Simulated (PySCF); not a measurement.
TaF4Br, SMILES [F][Ta]([F])([F])([F])[Br], multiplicity 1. Atoms are numbered in the order given.

```xyz
6

Ta     0.0000     0.0000    -0.4536
F      0.0000    -1.8363    -0.8994
F      0.0000     1.8363    -0.8994
F      1.7687     0.0000    -1.0958
F     -1.7687     0.0000    -1.0958
Br     0.0000     0.0000     1.9722
```
Charge 0, spin multiplicity 1.

The structure is a stationary point at PBE-D3(BJ)/def2-SVP. The spin state was assumed, not searched. The def2 effective core potentials stand for the cores of Ta; spin–orbit coupling is left out.

The numbers are results of PySCF with PBE/def2-TZVP, not measurements.

ESP charges are fitted to the potential on shells at 1.4 to 2.0 van der Waals radii. Atomic charges (e):

```csv
atom,Löwdin,ESP fit
Ta1,0.48,1.10
F2,-0.17,-0.27
F3,-0.17,-0.27
F4,-0.16,-0.24
F5,-0.16,-0.24
Br6,0.19,-0.08
```
